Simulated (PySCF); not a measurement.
C₂H₄ClNSi. Atoms are numbered in the order given.

```xyz
9

N      2.7614    -0.4573    -0.3150
C      1.8993     0.3133    -0.2357
C      0.7844     1.2433    -0.1550
Si    -0.8925     0.4372    -0.5539
Cl    -1.2840    -1.0192     0.8640
H      0.7332     1.6799     0.8565
H      0.9414     2.0761    -0.8631
H     -1.9347     1.4927    -0.4766
H     -0.8490    -0.1816    -1.9007
```

The structure is a stationary point at B3LYP-D3(BJ)/def2-SVP. The structure was generated by enumeration, and PubChem lists no compound with its InChIKey, so it may never have been made. Other conformers were not sampled.

Computed with PySCF with PBE/pcSseg-1.

GIAO shieldings, no solvent; atoms listed in one row are averaged. δ = σ(ref) − σ: ¹⁵N against NH3 (σ = 267.0 ppm); ¹³C against TMS (σ = 182.0 ppm); ²⁹Si against TMS (σ = 335.4 ppm); ³⁵Cl against HCl (σ = 936.5 ppm); ¹H against TMS (σ = 31.49 ppm), references at their B3LYP-D3(BJ)/def2-TZVP geometries, non-relativistic (without spin–orbit terms, shifts of atoms bonded to Cl or Br come out too high).

```
nucleus  atoms  count  δ (ppm)
-------  -----  -----  -------
¹⁵N         N1      1    307.6
¹³C         C2      1    117.0
¹³C         C3      1      9.4
²⁹Si       Si4      1     -3.6
³⁵Cl       Cl5      1    -29.2
¹H          H9      1     5.64
¹H          H8      1     5.49
¹H          H6      1     2.23
¹H          H7      1     1.90
```
